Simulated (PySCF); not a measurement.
A GIAO shielding run with PySCF (density fitting, non-relativistic, gas phase) on SMILES n1cc(F)c(C)n1[SiH2]N, C₄H₈FN₃Si:

```
$ OMP_NUM_THREADS=1 python probes_run.py task.json out

{"job": {"kind": "nmr", "xc": "PBE0", "basis": "pcSseg-1"}, "charge": 0, "multiplicity": 1}
C     -1.377021     1.685817     0.228942
C     -1.085785     0.240982     0.065931
C     -1.934986    -0.842273     0.014877
F     -3.277359    -0.811421     0.103334
C     -1.122849    -1.971721    -0.149390
N      0.136756    -1.598625    -0.195205
N      0.164391    -0.262150    -0.063162
Si     1.713935     0.582120    -0.111570
N      2.803778    -0.712609     0.079711
H     -2.453418     1.838059     0.249656
H     -0.950878     2.257712    -0.594283
H     -0.949946     2.059384     1.159080
H     -1.404743    -3.001487    -0.232654
H      1.770065     1.480514     1.041993
H      1.729781     1.332946    -1.374496
H      3.782758    -0.625813    -0.126761
H      2.448524    -1.639403    -0.105912
```

Hardware: 1 thread of an Arm Neoverse N1, shared host. The job also computes population analyses, field gradients, ring-centre shieldings.

Question: How large is the calculation?

Answer: 76 electrons, 200 basis functions and 1046 auxiliary functions.

Question: How long does it take, and how much memory does it need?

Answer: 63 s of wall time, with 14 SCF cycles and 5 response iterations; peak memory 0.91 GiB. Times on a shared host scatter by some tens of per cent.
